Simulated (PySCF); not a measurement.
H2O4P, SMILES [O]P(=O)(O)O, multiplicity 2. Geometry: PBE0-D3(BJ)/def2-SVP. The isomer is the one that the SMILES or the coordinates give; other isomers of the formula were not compared. The values are those of a single conformer.

Computed equilibrium geometry at PBE0-D3(BJ)/def2-SVP (PySCF confirms it by a frequency run) as a Z-matrix (one conformer of several):
```
P
O 1 1.5214
O 1 1.5231 2 102.98
O 1 1.5911 2 115.19 3 122.64
H 4 0.9659 1 112.90 2 108.51
O 1 1.6082 2 113.05 3 -124.13
H 6 0.9667 1 112.73 2 51.45
```
Charge 0, spin multiplicity 2.
